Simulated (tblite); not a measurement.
A geometry optimisation, step by step.

Compound: C₄H₁₁BrOSi.
Atom-mapped SMILES: `[CH3:1][CH2:2][O:3][SiH2:4][C@@H:5]([CH3:6])[Br:7]` (hydrogens: H8, H9, H10 on C1; H11, H12 on C2; H13, H14 on Si4; H15 on C5; H16, H17, H18 on C6)

Computed with GFN2-xTB (tblite), gas phase: L-BFGS steps from a force-field or distance-geometry start until the largest atomic force falls under 0.01 eV/Å. 8 of its 68 geometries are shown.

Step 0: E = -655.7247 eV, largest atomic force 2.196 eV/Å
```
atom  x, y, z in Å  |  force x, y, z in eV/Å
C1     -2.978    0.154    0.871   -0.493   0.620   0.252
C2     -1.930   -0.752    0.273    0.478   0.255   0.534
O3     -0.762    0.024    0.002    0.506  -0.902  -0.500
Si4     0.559   -0.727   -0.669   -1.653  -1.166   0.854
C5      1.983    0.423   -0.950    0.516   1.277  -0.330
C6      2.547    1.125    0.267    0.295   0.065   0.502
Br7     3.442   -0.592   -1.807   -0.289  -0.033   0.059
H8     -3.889   -0.399    1.111    0.195   0.008  -0.105
H9     -3.232    0.956    0.171    0.038  -0.180   0.067
H10    -2.623    0.634    1.790    0.050  -0.209  -0.218
H11    -1.688   -1.547    1.005    0.087   0.196  -0.375
H12    -2.316   -1.219   -0.633    0.199  -0.010  -0.126
H13     0.118   -1.369   -1.920    0.182   0.140  -0.003
H14     0.959   -1.824    0.267    0.046   0.353  -0.281
H15     1.701    1.182   -1.704    0.226  -0.264   0.225
H16     3.384    1.783    0.010   -0.114  -0.103  -0.098
H17     2.926    0.415    1.018   -0.185   0.067  -0.303
H18     1.789    1.740    0.756   -0.085  -0.114  -0.151
```

Step 10: E = -655.8962 eV, largest atomic force 0.133 eV/Å
```
atom  x, y, z in Å  |  force x, y, z in eV/Å
C1     -2.969    0.188    0.874    0.006   0.012  -0.003
C2     -1.909   -0.731    0.285   -0.088   0.011   0.025
O3     -0.725   -0.034   -0.018   -0.054  -0.089   0.014
Si4     0.548   -0.805   -0.655    0.025   0.041  -0.031
C5      1.937    0.468   -0.934   -0.092  -0.027   0.025
C6      2.527    1.138    0.284   -0.009  -0.012  -0.002
Br7     3.322   -0.635   -1.784    0.059  -0.043  -0.055
H8     -3.861   -0.393    1.095    0.026  -0.005   0.007
H9     -3.236    0.973    0.172    0.073   0.013  -0.033
H10    -2.614    0.647    1.792    0.050   0.005  -0.013
H11    -1.676   -1.532    0.997   -0.011   0.036  -0.058
H12    -2.293   -1.199   -0.631    0.062   0.026   0.068
H13     0.188   -1.372   -1.964    0.072  -0.025   0.093
H14     1.036   -1.844    0.265    0.011   0.059  -0.119
H15     1.695    1.213   -1.690   -0.083  -0.009  -0.016
H16     3.365    1.779    0.008    0.012   0.043   0.004
H17     2.892    0.398    0.992   -0.041  -0.020   0.070
H18     1.765    1.747    0.766   -0.018  -0.016   0.023
```

Step 19: E = -655.9080 eV, largest atomic force 0.105 eV/Å
```
atom  x, y, z in Å  |  force x, y, z in eV/Å
C1     -2.953    0.203    0.872    0.008   0.001  -0.003
C2     -1.912   -0.736    0.290   -0.034  -0.011  -0.003
O3     -0.724   -0.048   -0.012    0.023  -0.102  -0.014
Si4     0.547   -0.809   -0.658    0.084   0.003  -0.060
C5      1.922    0.473   -0.931   -0.102  -0.006  -0.005
C6      2.510    1.138    0.292   -0.048  -0.030  -0.026
Br7     3.298   -0.626   -1.798    0.091  -0.007  -0.038
H8     -3.852   -0.364    1.099   -0.010   0.036   0.007
H9     -3.197    0.986    0.160    0.017   0.013   0.001
H10    -2.582    0.661    1.785    0.018   0.014  -0.004
H11    -1.689   -1.540    1.001    0.012   0.026  -0.026
H12    -2.293   -1.201   -0.627    0.007   0.000   0.031
H13     0.230   -1.407   -1.960   -0.038   0.020   0.031
H14     1.079   -1.848    0.225   -0.007  -0.032   0.049
H15     1.658    1.210   -1.688    0.002   0.051   0.022
H16     3.350    1.780    0.026   -0.012   0.010   0.018
H17     2.859    0.393    1.004    0.007  -0.013   0.015
H18     1.742    1.741    0.774   -0.018   0.028   0.003
```

Step 29: E = -655.9309 eV, largest atomic force 0.137 eV/Å
```
atom  x, y, z in Å  |  force x, y, z in eV/Å
C1     -2.876    0.262    0.860    0.002  -0.011   0.008
C2     -1.916   -0.775    0.300    0.000   0.021  -0.004
O3     -0.692   -0.165   -0.019    0.019   0.002  -0.001
Si4     0.587   -0.892   -0.681    0.038   0.031  -0.052
C5      1.882    0.482   -0.943   -0.125  -0.018   0.053
C6      2.425    1.128    0.314   -0.046  -0.025  -0.015
Br7     3.329   -0.483   -1.862    0.037   0.010  -0.007
H8     -3.824   -0.205    1.117    0.013  -0.028  -0.022
H9     -3.054    1.042    0.124    0.021  -0.009   0.007
H10    -2.456    0.715    1.754    0.027   0.011  -0.001
H11    -1.738   -1.577    1.026   -0.006   0.046   0.000
H12    -2.332   -1.235   -0.605    0.010   0.012   0.017
H13     0.251   -1.508   -1.969    0.023   0.029   0.003
H14     1.183   -1.905    0.195   -0.021   0.000   0.014
H15     1.572    1.247   -1.655   -0.007  -0.057   0.003
H16     3.270    1.781    0.092   -0.017  -0.027   0.021
H17     2.743    0.372    1.030    0.060   0.014  -0.012
H18     1.639    1.723    0.776   -0.027  -0.001  -0.011
```

Step 38: E = -655.9362 eV, largest atomic force 0.088 eV/Å
```
atom  x, y, z in Å  |  force x, y, z in eV/Å
C1     -2.842    0.284    0.856   -0.002   0.001   0.008
C2     -1.907   -0.777    0.304    0.012   0.011  -0.008
O3     -0.676   -0.194   -0.025    0.021   0.005  -0.015
Si4     0.595   -0.928   -0.694    0.052   0.036  -0.027
C5      1.861    0.471   -0.942   -0.068   0.012   0.055
C6      2.384    1.119    0.324   -0.005  -0.005  -0.028
Br7     3.346   -0.420   -1.873    0.019  -0.023  -0.012
H8     -3.797   -0.164    1.114   -0.014   0.010   0.006
H9     -3.000    1.062    0.114   -0.003   0.001   0.003
H10    -2.406    0.734    1.744   -0.007   0.015   0.013
H11    -1.745   -1.569    1.044    0.013   0.003  -0.017
H12    -2.337   -1.237   -0.594    0.005  -0.019   0.009
H13     0.272   -1.527   -1.991    0.005  -0.002   0.024
H14     1.195   -1.929    0.192   -0.023  -0.026  -0.014
H15     1.521    1.231   -1.647    0.028  -0.019   0.026
H16     3.222    1.783    0.109   -0.031   0.028   0.008
H17     2.722    0.366    1.036   -0.019   0.019  -0.026
H18     1.585    1.701    0.783    0.015  -0.045  -0.006
```

Step 48: E = -655.9405 eV, largest atomic force 0.052 eV/Å
```
atom  x, y, z in Å  |  force x, y, z in eV/Å
C1     -2.817    0.302    0.857   -0.005   0.006   0.000
C2     -1.891   -0.768    0.306    0.016  -0.004  -0.002
O3     -0.662   -0.193   -0.046    0.019  -0.012  -0.003
Si4     0.602   -0.949   -0.703    0.012   0.000  -0.018
C5      1.855    0.459   -0.940   -0.016   0.016   0.019
C6      2.352    1.115    0.331    0.005  -0.007  -0.016
Br7     3.364   -0.395   -1.873    0.002  -0.012   0.019
H8     -3.777   -0.136    1.113   -0.022  -0.008   0.011
H9     -2.969    1.080    0.113   -0.002   0.005  -0.019
H10    -2.384    0.754    1.744    0.016  -0.010   0.006
H11    -1.718   -1.553    1.051   -0.003   0.003   0.026
H12    -2.329   -1.243   -0.578   -0.021   0.011  -0.008
H13     0.290   -1.544   -2.004   -0.016  -0.005  -0.009
H14     1.167   -1.979    0.175    0.005   0.032  -0.009
H15     1.503    1.215   -1.641    0.012  -0.004  -0.003
H16     3.154    1.825    0.123   -0.025  -0.001   0.016
H17     2.728    0.368    1.029   -0.004   0.035  -0.006
H18     1.525    1.649    0.800    0.027  -0.044  -0.005
```

Step 57: E = -655.9427 eV, largest atomic force 0.033 eV/Å
```
atom  x, y, z in Å  |  force x, y, z in eV/Å
C1     -2.803    0.313    0.857   -0.001   0.010  -0.003
C2     -1.886   -0.767    0.310    0.011  -0.014  -0.002
O3     -0.656   -0.204   -0.057   -0.002   0.011  -0.011
Si4     0.604   -0.958   -0.724   -0.009  -0.010   0.023
C5      1.856    0.455   -0.942   -0.013   0.003   0.006
C6      2.333    1.112    0.336   -0.003  -0.010  -0.004
Br7     3.376   -0.394   -1.858    0.014  -0.001   0.011
H8     -3.766   -0.116    1.117   -0.009  -0.009   0.015
H9     -2.950    1.086    0.108   -0.002   0.027  -0.009
H10    -2.362    0.763    1.742    0.001   0.013   0.005
H11    -1.714   -1.542    1.064    0.004  -0.027   0.011
H12    -2.337   -1.245   -0.566   -0.003  -0.012  -0.012
H13     0.284   -1.561   -2.021    0.008   0.030   0.010
H14     1.173   -1.982    0.157    0.010   0.008  -0.008
H15     1.510    1.212   -1.646    0.007  -0.004  -0.010
H16     3.103    1.858    0.137   -0.026  -0.009   0.003
H17     2.741    0.374    1.025   -0.002   0.000  -0.016
H18     1.486    1.601    0.816    0.016  -0.006  -0.008
```

Step 67: E = -655.9436 eV, largest atomic force 0.010 eV/Å
```
atom  x, y, z in Å  |  force x, y, z in eV/Å
C1     -2.799    0.318    0.858    0.002   0.002   0.000
C2     -1.886   -0.767    0.312    0.006  -0.003   0.001
O3     -0.657   -0.205   -0.062    0.005  -0.001   0.001
Si4     0.604   -0.959   -0.727   -0.006  -0.008   0.000
C5      1.856    0.453   -0.945    0.007  -0.005  -0.004
C6      2.322    1.109    0.336    0.000   0.003   0.002
Br7     3.388   -0.399   -1.842    0.000  -0.001   0.001
H8     -3.762   -0.107    1.124    0.000   0.000   0.004
H9     -2.945    1.091    0.108   -0.006  -0.002  -0.007
H10    -2.353    0.771    1.739    0.003   0.000   0.004
H11    -1.710   -1.541    1.067   -0.005  -0.005   0.006
H12    -2.340   -1.250   -0.561   -0.001   0.004  -0.003
H13     0.284   -1.551   -2.028    0.004   0.005   0.001
H14     1.180   -1.983    0.150   -0.007   0.003  -0.005
H15     1.517    1.206   -1.656    0.001   0.001   0.000
H16     3.075    1.874    0.141    0.000   0.003   0.004
H17     2.750    0.374    1.015   -0.002  -0.001  -0.002
H18     1.468    1.575    0.825   -0.002   0.005  -0.002
```

Question: Summarise the path.

Answer: The energy falls by 5.05 kcal/mol from step 0 to step 67; nine tenths of that is first reached at step 24. It falls at every step. The largest force goes from 2.196 to 0.010 eV/Å. Among the bonds O3–Si4 changes most (a near tie, within 0.001 Å, with another), from 1.661 to 1.613 Å; the atoms move by 0.247 Å rms after alignment.

The cost below is that of the whole relaxation. The run took 0.71 s wall on one thread of an Intel Xeon at 2.70 GHz, shared host with 64 logical CPUs at a one-minute load of 60.
